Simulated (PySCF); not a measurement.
Correlation energy of Be (beryllium, neutral)

[He] 2s1 2p1, high-spin 3P determinant (an excited configuration). Computed with PySCF 2.14 in aug-cc-pCVTZ, with no relativity, point nucleus. Frozen: nothing; 4 electrons correlated.

| level | correlation energy (mhartree) |
| --- | --- |
| CCSD | -48.49 |
| (T) | -0.06 |
| CCSD(T) | -48.55 |

Diagnostics: T1 = 0.0035, D1 = 0.0090, largest double amplitude 0.030.

Task: Is a single reference adequate?

Result: Yes: T1 lies below 0.03 and no double amplitude reaches 0.07.
